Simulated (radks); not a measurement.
The numbers below are computed, except where a source is named.
Numerical settings for neutral chlorine, [Ne] 3s2 3p5. Code: a radial shooting solver on a logarithmic mesh with Libxc functionals. Model: non-relativistic Kohn-Sham, PBEsol, spin-polarised, spherical densities, point nucleus; open shells are filled with parallel spins first. The defaults (mesh step 0.008 in ln r, mesh end at 40 bohr or more with all orbitals vanishing there, Anderson mixing 0.5 over 9 steps, residual threshold near 1e-9 with the energy settled to 1e-9 hartree or 1e-11 of itself, here a cap of 71 iterations) give E = -459.2833 hartree and 3p at -8.110 eV in 13 iterations. Run on one thread of a shared host, so times are rough (Arm Neoverse V2): 0.09 s of CPU time, 0.09 s wall, 13 iterations on 2597 mesh points. Changes against that run (0 stands for a change within the tolerance of the run):

\begin{tabular}{lrrrrr}
setting & iterations & converged & E (mhartree) & e(3p) (meV) & CPU (s) \\ \hline
mesh step in ln r 0.012 & 13 & yes & 0 & 0 & 0.06 \\
mesh step in ln r 0.2 & 71 & no & diverged & - & 0.22 \\
mesh step in ln r 0.12 & 4 & no & diverged & - & 0.01 \\
mesh end (bohr) 8 & 13 & yes & +0.236 & +17.7 & 0.08 \\
mesh end (bohr) 20 & 13 & yes & 0 & 0 & 0.09 \\
residual threshold 1e-13 & 71 & no & 0 & 0 & 0.29 \\
residual threshold 0.01 & 9 & yes & 0 & -0.116 & 0.07 \\
mixing 0.2 & 16 & yes & 0 & 0 & 0.11 \\
linear mixing, mixing 0.5 & 30 & yes & 0 & 0 & 0.17 \\
linear mixing, mixing 1 & 71 & no & 0 & -3.6 & 0.46 \\
mixing history 3 & 16 & yes & 0 & 0 & 0.1 \\
iteration cap 3 & 3 & no & +0.326 & +110 & 0.03 \\
\end{tabular}

No run marked as converged misses the energy by more than 1 mhartree. A mesh that ends early acts as a hard wall.
